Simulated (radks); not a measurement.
Results of a calculation; reference values are marked as such.
These are the eigenvalues of the occupied orbitals of an atom or ion with whole-number occupations (eV). Code: a radial shooting solver on a logarithmic mesh with Libxc functionals. Model: non-relativistic Kohn-Sham, LB94 model potential, spin-polarised, spherical densities, point nucleus.

| orbital | eigenvalue |
|---|---|
| 1s down | -56019.35 |
| 1s up | -56019.32 |
| 2s up | -9722.161 |
| 2s down | -9721.828 |
| 2p up | -9325.806 |
| 2p down | -9325.641 |
| 3s up | -2780.018 |
| 3s down | -2779.971 |
| 3p up | -2599.328 |
| 3p down | -2599.153 |
| 3d up | -2261.675 |
| 3d down | -2261.205 |
| 4s up | -1085.054 |
| 4s down | -1083.708 |
| 4p up | -1009.716 |
| 4p down | -1008.391 |
| 4d up | -874.0812 |
| 4d down | -872.8633 |

Which element is it, and in what charge state? The configuration may be excited. Open shells, if any, are filled with parallel spins first.

Answer. Z = 69, thulium, charge +24: Tm24+ in [Kr] 4d9. The list shows which subshells hold electrons but not how many an open one holds; the 1s level, -2058.7 hartree, gives Z - s = 64.2 by -(Z - s)^2/2, which with screening narrows Z to a few neighbours, and the depths of the outer levels then fix element, charge and occupations together.
